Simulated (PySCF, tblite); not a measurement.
Isomers of C7H11PS2, one GFN2-xTB conformer each. Single-point energies are computed at PBE0/pcSseg-1 (PySCF, gas phase, no added dispersion term), electronic only.

```tsv
SMILES	GFN2-xTB relative energy (kJ/mol)
C#CCP1(=S)CCSCC1	122.1
CCC[P@@H](=S)c1ccsc1	0.0
```

Conformers: `[CH:1]#[C:2][CH2:3][P:4]1(=[S:5])[CH2:6][CH2:7][S:8][CH2:9][CH2:10]1` with C2–C3–P4–S5 180°, C3–P4–C6–C7 -169°, P4–C6–C7–S8 70°, C6–C7–S8–C9 -67°, C7–S8–C9–C10 67°; `[CH3:1][CH2:2][CH2:3][P@@H:4](=[S:5])[c:6]1[cH:7][cH:8][s:9][cH:10]1` with C1–C2–C3–P4 63°, C2–C3–P4–S5 46°, C3–P4–C6–C7 -92°.

Problem. What does PBE0/pcSseg-1 give for the same structures?

Solution. 
```json
{"SMILES": "CCC[P@@H](=S)c1ccsc1", "PBE0/pcSseg-1 E (Eh)": "-1410.29432", "PBE0/pcSseg-1 (kJ/mol)": "0.0", "GFN2-xTB (kJ/mol)": "0.0", "point group": "C1"}
{"SMILES": "C#CCP1(=S)CCSCC1", "PBE0/pcSseg-1 E (Eh)": "-1410.25108", "PBE0/pcSseg-1 (kJ/mol)": "113.5", "GFN2-xTB (kJ/mol)": "122.1", "point group": "Cs"}
```

Both levels put the same isomer lowest. As drawn, the lower has an aromatic ring, which the higher lacks; the higher has a C≡C bond, which the lower lacks.

Problem. Which frontier levels, dipoles and rotational constants go with these structures?

Solution. 
```json
{"SMILES": "CCC[P@@H](=S)c1ccsc1", "HOMO (eV, PBE0/pcSseg-1)": "-6.57", "LUMO (eV)": "-1.03", "dipole (D)": "4.09", "A, B, C (MHz)": "1709, 450.9, 396.2"}
{"SMILES": "C#CCP1(=S)CCSCC1", "HOMO (eV, PBE0/pcSseg-1)": "-6.59", "LUMO (eV)": "0.10", "dipole (D)": "3.17", "A, B, C (MHz)": "1005, 782.3, 563.8"}
```

Problem. What happens when harmonic zero-point energies from GFN2-xTB frequencies are added?

Solution. 
```json
{"SMILES": "CCC[P@@H](=S)c1ccsc1", "ZPE (kJ/mol)": "419.5", "electronic (kJ/mol)": "0.0", "with ZPE (kJ/mol)": "0.0"}
{"SMILES": "C#CCP1(=S)CCSCC1", "ZPE (kJ/mol)": "417.0", "electronic (kJ/mol)": "113.5", "with ZPE (kJ/mol)": "111.1"}
```

The zero-point energies span 2.5 kJ/mol. The order is unchanged.
